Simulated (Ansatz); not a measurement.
The cluster Cu₂Ni, relaxed as a singlet with RKS PBE-D4/def2-TZVP in Ansatz, starting from the GFN2-xTB geometry. Force threshold 0.02 eV/Å.

The restricted singlet is unstable: a solution with broken spin symmetry lies lower. The relaxation made no stability test and no search for a lower SCF solution. The order of the spin states hangs on the level: the triplet lies 0.49 eV below the singlet at PBE0-D4/def2-TZVP, but 0.40 eV above it at PBE-D4/def2-TZVP. The singlet is doubtful at PBE0-D4/def2-TZVP (restricted singlet, unstable towards broken spin symmetry). The singlet is doubtful at PBE-D4/def2-TZVP (restricted singlet, unstable towards broken spin symmetry). The triplet is doubtful at PBE-D4/def2-TZVP (an occupied level 0.00 eV above an empty one). The structure comes from a short search, and lower isomers may exist.

Start:

Cartesian coordinates in Å:
```
Ni 0.574 -0.735 0.979
Cu 0.729 0.866 -0.711
Cu -1.303 -0.131 -0.268
```

```json
{"step": "1", "energy (eV)": "-130306.4702", "largest force component (eV/Å)": "0.439", "SCF passes": "50"}
{"step": "2", "energy (eV)": "-130306.4909", "largest force component (eV/Å)": "0.260", "SCF passes": "27"}
{"step": "3", "energy (eV)": "-130306.5035", "largest force component (eV/Å)": "0.021", "SCF passes": "28"}
{"step": "4", "energy (eV)": "-130306.5036", "largest force component (eV/Å)": "0.004", "SCF passes": "28"}
```

Force components are those of the run's own axes.

End:

Cartesian coordinates in Å:
```
Ni 0.5531 -0.7079 0.9427
Cu 0.7869 0.8762 -0.7032
Cu -1.3400 -0.1683 -0.2396
```

By distances, no bond broke or formed. The bond that changes most is Cu2–Cu3, from 2.31 to 2.41 Å (atoms count from 1).

No frequencies were taken in this run, so the end may be a saddle point.

Hardware: 4 threads of Arm Neoverse V1 on a shared host. Wall time 5 s.
